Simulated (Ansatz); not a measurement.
Cost and result for the atomization energy of Cl₂H₄OSSi₂ (`O[SiH2]S[SiH](Cl)Cl`) (10 atoms, 9 bonds).

Cartesian coordinates in Å:
```
O -0.8492 -0.7291 2.0413
Si -1.2065 0.3531 0.8718
S 0.5059 1.4978 0.2351
Si 1.1420 0.1579 -1.2559
Cl 1.3751 -1.7436 -0.4975
Cl 2.9368 0.8039 -1.9636
H -0.1962 -1.4002 1.8278
H -1.7605 -0.2990 -0.3427
H -2.1473 1.3219 1.4652
H 0.1998 0.0375 -2.3816
```

Charge 0, multiplicity 1. Geometry: relaxed with PBE0-D4/def2-TZVP. It is one conformer, not always the lowest. Program: Ansatz. All runs use 2 threads of an AMD EPYC 7R13 on a shared host and a share of an NVIDIA H100 80 GB. Times are those of one run each, without the atoms' runs, and a repeat can differ threefold. Electronic energies, without spin–orbit coupling; frozen cores. CCSD(T)/CBS adds CCSD(T) − MP2 in def2-TZVPP to the MP2 limit, and its time is that of the two runs behind it. T1 = 0.011. B3LYP takes the VWN-RPA correlation (the form of Gaussian; ORCA's B3LYP/G).

CCSD(T)/CBS is a level of theory with its own doubt, some kJ/mol a heavy atom from the limit and from the frozen cores, so smaller differences don't rank the functionals.

```
                             level  functions  wall time  atomization (kJ/mol)  difference from CCSD(T)/CBS  per bond
                PBE0-D4/def2-TZVPP        297      2.1 s                3353.0                        -37.5      -4.2
   PBE-D4/def2-TZVPP (with forces)        297      2.1 s                3395.8                          5.3       0.6
 B3LYP-D4/def2-TZVPP (with forces)        297      2.6 s                3334.6                        -55.9      -6.2
r2SCAN-D4/def2-TZVPP (with forces)        297      2.8 s                3395.1                          4.6       0.5
                 B2PLYP/def2-TZVPP        297        3 s                3301.0                        -89.5     -10.0
                ωB97X-V/def2-TZVPP        297      3.2 s                3401.8                         11.3       1.2
  ωB97M-V/def2-TZVPP (with forces)        297      4.1 s                3399.6                          9.1       1.0
                    MP2/def2-QZVPP        527      5.5 s                3432.4                         41.9       4.7
                CCSD(T)/def2-TZVPP        297        8 s                3265.8                       -124.7     -13.9
                 CCSD(T)/CBS(def2)          –       14 s                3390.5                          0.0       0.0
```

The D4 term adds +63.9 kJ/mol with B3LYP and +33.7 kJ/mol with PBE0; it sums over pairs of atoms, weighted by their polarisabilities, and B3LYP, whose exchange is more repulsive, gets the larger term. From PBE to PBE0 (25 % exact exchange), in def2-TZVPP and without D4, the atomization energy moves by −37.5 kJ/mol: exact exchange takes away binding that semilocal exchange gives to molecules. In def2-TZVPP, CCSD(T) changes the Hartree–Fock value by +815.5 kJ/mol (the triples alone add +60.9 kJ/mol) and MP2 by +908.0 kJ/mol; breaking electron pairs costs correlation energy, which Hartree–Fock lacks.
